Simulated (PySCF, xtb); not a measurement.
C2H11NSi3, SMILES [SiH2]1[C@@H]([SiH3])N([SiH3])C1.

Harmonic wavenumbers (cm⁻¹) from GFN2-xTB (xtb) at its own minimum, in rising order: 37, 84, 96, 135, 151, 214, 268, 406, 432, 441, 495, 526, 555, 596, 613, 662, 720, 738, 742, 755, 767, 777, 789, 795, 827, 830, 899, 1046, 1108, 1119, 1173, 1217, 1237, 1482, 2127, 2223, 2246, 2248, 2253, 2266, 2271, 2273, 2844, 2897, 2931.

### Question
What does PBE0-D3(BJ)/def2-SVP in PySCF give at its own minimum? (Estimate from the structure and the level; the computed values follow.)

### Answer
25, 93, 111, 144, 157, 201, 253, 382, 479, 504, 562, 579, 678, 688, 701, 747, 770, 797, 839, 874, 907, 918, 934, 950, 952, 962, 972, 1045, 1115, 1146, 1160, 1217, 1252, 1459, 2173, 2214, 2226, 2228, 2231, 2234, 2239, 2246, 3000, 3011, 3094. Paired by order, the mean absolute difference is 60 cm⁻¹ and the zero-point energies are 70.5 and 73.6 kcal/mol.
